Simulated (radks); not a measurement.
The numbers below are computed, except where a source is named.
Mean orbital radii <r> (bohr) of the silicon ion Si3+, [Ne] 3s1, at several levels of relativity; Dirac values are averaged over j with weights 2j + 1. Spin-unpolarised spherical Kohn-Sham, LDA (Slater exchange, Perdew-Wang correlation), point nucleus unless stated (finite: rms radius 3.1224 fm), a radial shooting solver on a logarithmic mesh with Libxc functionals. A level marked "c x" has the speed of light scaled by that factor.

shell  non-rel.  scalar-rel.   Dirac  Dirac, c x 5  change of magnitude, last against first (%)
1s       0.1120       0.1116  0.1116        0.1120                                        -0.01
2s       0.5702       0.5683  0.5682        0.5701                                        -0.01
2p       0.5352       0.5347  0.5347        0.5352                                        0.00
3s        1.845        1.841   1.841         1.845                                        -0.01
